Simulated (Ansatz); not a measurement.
Cost and result for the atomization energy of `[SiH3][Ga]([SiH3])[SiH3]` (13 atoms, 12 bonds).

```xyz
13

Si   -1.612   -1.494    1.011
Ga    0.027    0.028    0.088
Si    2.252   -0.767   -0.435
Si   -0.615    2.286   -0.496
H    -2.654   -0.797    1.815
H    -2.301   -2.173   -0.126
H    -0.999   -2.552    1.861
H     3.274    0.315   -0.385
H     2.696   -1.867    0.466
H     2.233   -1.305   -1.827
H     0.529    3.238   -0.453
H    -1.135    2.269   -1.896
H    -1.697    2.819    0.378
```

Total charge 0; spin multiplicity 1. Correlated methods include outer-core shells of Ga, which these sets cover unevenly. Scalar relativity is left out up to krypton. All single points use the PBE0-D4/def2-TZVP geometry. Program: Ansatz. All runs use 4 threads of an Arm Neoverse V2 on a shared host. Times are those of one run each, without the atoms' runs, and a repeat can differ threefold. Electronic energies, without spin–orbit coupling; frozen cores. CCSD(T)/CBS adds CCSD(T) − MP2 in def2-TZVPP to the MP2 limit, and its time is that of the two runs behind it. T1 = 0.014. With those shells the extrapolation isn't a true limit. HSE06 is the plane-wave form, built on full-range PBE exchange.

CCSD(T)/CBS is a level of theory with its own doubt, some kJ/mol a heavy atom from the limit and from the frozen cores, so smaller differences don't rank the functionals.

| level | functions | wall time | atomization (kJ/mol) | difference from CCSD(T)/CBS | per bond |
| --- | --- | --- | --- | --- | --- |
| LDA (SPW92)/def2-TZVPP | 300 | 1.6 s | 3872.5 | 322.6 | 26.9 |
| revPBE-D4/def2-TZVPP | 300 | 2.4 s | 3435.9 | -114.0 | -9.5 |
| BLYP-D4/def2-TZVPP | 300 | 2.6 s | 3469.9 | -80.0 | -6.7 |
| HSE06-D4/def2-TZVPP | 300 | 4.6 s | 3488.7 | -61.2 | -5.1 |
| r2SCAN-D4/def2-TZVPP (with forces) | 300 | 5.5 s | 3542.0 | -7.9 | -0.7 |
| r2SCANh-D4/def2-TZVPP | 300 | 6.5 s | 3535.7 | -14.2 | -1.2 |
| B2PLYP/def2-TZVPP | 300 | 7 s | 3473.1 | -76.8 | -6.4 |
| PBE-QIDH/def2-TZVPP | 300 | 7 s | 3492.6 | -57.3 | -4.8 |
| CCSD(T)/def2-SVP | 131 | 7.5 s | 3312.4 | -237.5 | -19.8 |
| ωB97X-V/def2-TZVPP | 300 | 11 s | 3577.7 | 27.8 | 2.3 |
| MP2/def2-QZVPP | 569 | 29 s | 3457.9 | -92.0 | -7.7 |
| CCSD(T)/def2-TZVPP | 300 | 4 min | 3473.7 | -76.2 | -6.4 |
| CCSD(T)/CBS(def2) | – | 4.5 min | 3549.9 | 0.0 | 0.0 |

In def2-TZVPP, CCSD(T) changes the Hartree–Fock value by +767.3 kJ/mol (the triples alone add +27.6 kJ/mol) and MP2 by +706.6 kJ/mol; breaking electron pairs costs correlation energy, which Hartree–Fock lacks. From r2SCAN to r2SCAN0 (25 % exact exchange), in def2-TZVPP and without D4, the atomization energy moves by −15.7 kJ/mol: exact exchange takes away binding that semilocal exchange gives to molecules. At CCSD(T), def2-SVP lies −237.6 kJ/mol from the extrapolated value and def2-TZVPP −76.2 kJ/mol: correlation converges slowly with the basis, and small sets miss more of it in the bonded molecule than in its fragments.
